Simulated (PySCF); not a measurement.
## Technetium: a sound run and one with changed settings

Sound run: Tc [Kr] 4d5 5s2, Tc⁺ [Kr] 4d5 5s1. Calculation: PySCF 2.14, in x2c-TZVPall (8s6p6d1f, 63 functions); scalar relativity by spin-free X2C-1e. In the sound run the correlated levels freeze [Kr]. The sound run starts from symmetry-adapted Hartree-Fock orbitals and uses a fine grid where one is needed.

A second run was set up differently.

```
species  method  sound run (hartree)  changed run (hartree)  converged
     Tc     MP2          -4283.14349            -4283.50790        yes
    Tc⁺     MP2          -4282.90549            -4283.26380        yes
```

Ionisation energy of Tc:

```csv
method,sound run (eV),changed run (eV)
UHF,5.539,5.539
MP2,6.476,6.642
SCS-MP2,6.682,6.731
```

What was changed?
A. all electrons correlated in a valence basis
B. level shift left on
C. too few SCF iterations
D. a valence shell is frozen

A. A valence basis has no tight correlating functions, so it recovers only part of the core correlation, and not evenly between atom and ion.
